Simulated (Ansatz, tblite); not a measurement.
Removing and adding an electron: `FC(F)(F)c1ccc(-c2ccc(-c3ccc(-c4ccc(C(F)(F)F)nc4)nc3)nc2)nc1`. Charge 0, multiplicity 1. Geometry: PBE-D4/def2-SVP. Ansatz, gas phase; energy differences of separate SCF runs; the oxidised species was run as a doublet alone; the reduced species was run as a doublet alone.

```csv
atom,x (Å),y (Å),z (Å)
F1,2.970,9.312,-1.238
C2,1.681,8.895,-1.218
F3,1.108,9.316,-2.372
F4,1.054,9.533,-0.203
C5,1.588,7.396,-1.075
C6,2.570,6.556,-1.623
C7,2.414,5.173,-1.509
C8,1.274,4.655,-0.850
C9,1.038,3.200,-0.696
C10,1.884,2.209,-1.233
C11,1.586,0.861,-1.036
C12,0.434,0.505,-0.297
C13,0.054,-0.903,-0.043
C14,0.782,-2.012,-0.522
C15,0.351,-3.306,-0.228
C16,-0.814,-3.488,0.550
C17,-1.337,-4.830,0.909
C18,-2.542,-4.944,1.633
C19,-3.031,-6.209,1.967
C20,-2.288,-7.331,1.563
C21,-2.748,-8.745,1.884
F22,-3.923,-8.738,2.562
F23,-2.929,-9.468,0.758
F24,-1.841,-9.393,2.646
N25,-1.138,-7.251,0.880
C26,-0.681,-6.037,0.565
N27,-1.520,-2.429,1.007
C28,-1.103,-1.197,0.723
N29,-0.382,1.453,0.218
C30,-0.091,2.738,0.025
N31,0.339,5.476,-0.318
C32,0.493,6.795,-0.426
H33,3.451,6.984,-2.123
H34,3.180,4.506,-1.926
H35,2.780,2.479,-1.812
H36,2.250,0.093,-1.456
H37,1.689,-1.876,-1.129
H38,0.919,-4.166,-0.609
H39,-3.066,-4.019,1.915
H40,-3.967,-6.332,2.528
H41,0.273,-6.021,0.011
H42,-1.699,-0.353,1.108
H43,-0.775,3.486,0.459
H44,-0.289,7.426,0.031
```

The xTB rows come from tblite. Single mean-field runs in def2-TZVP are fitted with def2-universal-jkfit. HOMO above LUMO, or a gap near zero within one spin, warns that the state may not be the lowest or that an electron is smeared out.

```json
{"level": "GFN1-xTB", "−HOMO (eV)": "11.75", "vertical IE (eV)": "13.53", "−LUMO (eV)": "9.43", "vertical EA (eV)": "7.75", "HOMO–LUMO gap (eV)": "2.32", "IE − EA (eV)": "5.78", "remarks": "–"}
{"level": "GFN2-xTB", "−HOMO (eV)": "10.49", "vertical IE (eV)": "12.40", "−LUMO (eV)": "8.76", "vertical EA (eV)": "7.05", "HOMO–LUMO gap (eV)": "1.72", "IE − EA (eV)": "5.35", "remarks": "–"}
{"level": "PBE-D4/def2-TZVP", "−HOMO (eV)": "6.05", "vertical IE (eV)": "7.74", "−LUMO (eV)": "3.50", "vertical EA (eV)": "1.97", "HOMO–LUMO gap (eV)": "2.55", "IE − EA (eV)": "5.77", "remarks": "gap within one spin near zero (+1 doublet)"}
{"level": "PBE0-D4/def2-TZVP", "−HOMO (eV)": "6.84", "vertical IE (eV)": "7.99", "−LUMO (eV)": "2.81", "vertical EA (eV)": "1.77", "HOMO–LUMO gap (eV)": "4.03", "IE − EA (eV)": "6.22", "remarks": "–"}
```

   Raw xTB energy differences between charge states are shifted by several eV; the methods need an empirical correction for them. Sets without diffuse functions give affinities that are too small.
